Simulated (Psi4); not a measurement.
C₄H₁₀O₂, charge -1, doublet, at the geometry of the source list (a state made from the parent by changing its charge; the spin is typed, not shown lowest) (a gas-phase anion, which may not be bound at this level). Base run: Psi4 with B3LYP/6-31G*.

Geometry (Å):
```xyz
16

C      2.7137     0.6986    -0.0280
O      1.4412     0.3454     0.4429
C      0.7290    -0.4610    -0.4620
C     -0.6742    -0.7052     0.0744
O     -1.4770     0.4184    -0.1890
C     -2.7611     0.3114     0.3637
H      3.3336    -0.1909    -0.2048
H      3.1708     1.3131     0.7443
H      2.6505     1.2701    -0.9625
H      1.2456    -1.4271    -0.5916
H      0.6555     0.0323    -1.4420
H     -1.1036    -1.5966    -0.4134
H     -0.6152    -0.8911     1.1566
H     -3.2986    -0.5559    -0.0434
H     -2.7202     0.2142     1.4558
H     -3.2899     1.2242     0.0991
```
Charge -1, spin multiplicity 2.
Orbitals are unrestricted.
All else is at Psi4's defaults (density fitting, Cartesian functions).

Variants of this job, named by their change:

| change | basis functions | E (Eh) |
|---|---|---|
| base | 110 | -308.69746 |
| basis = cc-pVDZ-DK; relativity = spin-free X2C (with scf_type pk) | 134 | -308.90877 |
| basis = cc-pVDZ-DK; relativity = none (with scf_type pk) | 134 | -308.73445 |

Totals shift with the method and basis; they matter in differences.

Open shells are given as the SCF converged; they aren't shown to be the lowest states, and a large step between rows can be another state.

A gas-phase anion may not be bound at this level; its values then depend on the basis.

Basis sets contracted for a relativistic Hamiltonian are a mismatch without it, so the rows without relativity aren't non-relativistic limits. No row has spin-orbit coupling; sets with core potentials leave out the core electrons.
